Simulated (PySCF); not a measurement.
RbIn⁺: energy against distance

Set-up: Rb def2-SVP with ECP28, In def2-SVP with ECP28; scalar-relativistic core potentials (PySCF 2.14). Energies in eV from Rb⁺ + In in their ground configurations at the same level. State: ²Σ⁺ (doublet), unpaired electrons σ ↑.

All columns are PBE0. A positive dipole points towards In; it is taken about the centre of mass and depends on that origin.

```json
{"R (Å)": "3.603", "E (eV)": "-0.400", "μ (D)": "-6.52", "Mulliken charge on Rb (basis-dependent)": "0.83", "HOMO (eV)": "-7.85", "LUMO (eV)": "-5.76", "Mayer bond order": "0.29", "⟨S²⟩": "0.75"}
{"R (Å)": "3.771", "E (eV)": "-0.467", "μ (D)": "-6.80", "Mulliken charge on Rb (basis-dependent)": "0.83", "HOMO (eV)": "-7.78", "LUMO (eV)": "-5.66", "Mayer bond order": "0.29", "⟨S²⟩": "0.75"}
{"R (Å)": "3.939", "E (eV)": "-0.501", "μ (D)": "-7.09", "Mulliken charge on Rb (basis-dependent)": "0.82", "HOMO (eV)": "-7.70", "LUMO (eV)": "-5.58", "Mayer bond order": "0.30", "⟨S²⟩": "0.75"}
{"R (Å)": "4.064", "E (eV)": "-0.512", "μ (D)": "-7.31", "Mulliken charge on Rb (basis-dependent)": "0.82", "HOMO (eV)": "-7.63", "LUMO (eV)": "-5.52", "Mayer bond order": "0.31", "⟨S²⟩": "0.75"}
{"R (Å)": "4.190", "E (eV)": "-0.515", "μ (D)": "-7.54", "Mulliken charge on Rb (basis-dependent)": "0.81", "HOMO (eV)": "-7.56", "LUMO (eV)": "-5.46", "Mayer bond order": "0.31", "⟨S²⟩": "0.75"}
{"R (Å)": "4.316", "E (eV)": "-0.511", "μ (D)": "-7.77", "Mulliken charge on Rb (basis-dependent)": "0.80", "HOMO (eV)": "-7.49", "LUMO (eV)": "-5.40", "Mayer bond order": "0.32", "⟨S²⟩": "0.75"}
{"R (Å)": "4.483", "E (eV)": "-0.500", "μ (D)": "-8.09", "Mulliken charge on Rb (basis-dependent)": "0.79", "HOMO (eV)": "-7.40", "LUMO (eV)": "-5.33", "Mayer bond order": "0.33", "⟨S²⟩": "0.75"}
{"R (Å)": "4.693", "E (eV)": "-0.479", "μ (D)": "-8.49", "Mulliken charge on Rb (basis-dependent)": "0.78", "HOMO (eV)": "-7.28", "LUMO (eV)": "-5.25", "Mayer bond order": "0.35", "⟨S²⟩": "0.75"}
{"R (Å)": "4.944", "E (eV)": "-0.449", "μ (D)": "-8.99", "Mulliken charge on Rb (basis-dependent)": "0.77", "HOMO (eV)": "-7.13", "LUMO (eV)": "-5.17", "Mayer bond order": "0.36", "⟨S²⟩": "0.75"}
{"R (Å)": "5.279", "E (eV)": "-0.406", "μ (D)": "-9.70", "Mulliken charge on Rb (basis-dependent)": "0.76", "HOMO (eV)": "-6.95", "LUMO (eV)": "-5.07", "Mayer bond order": "0.37", "⟨S²⟩": "0.75"}
```

A fit through these points gives, at Re = 4.170 Å, μ = -7.50 D and dμ/dR = -1.83 D/Å; the reduced mass is 48.83 u.

How strong is the fundamental in the double-harmonic approximation, I = 42.26·(dμ/dR)²/μred km/mol?

I = 42.26·(-1.83)²/48.83 = 2.90 km/mol at PBE0.

Spin–orbit coupling is left out, which matters for elements this heavy, above all for dissociation energies. For an ion De counts to the pair picked by the measured ionisation energies or electron affinities, which need not be the lowest pair at this level. The state was picked by a PBE0 search and need not be the measured ground state.
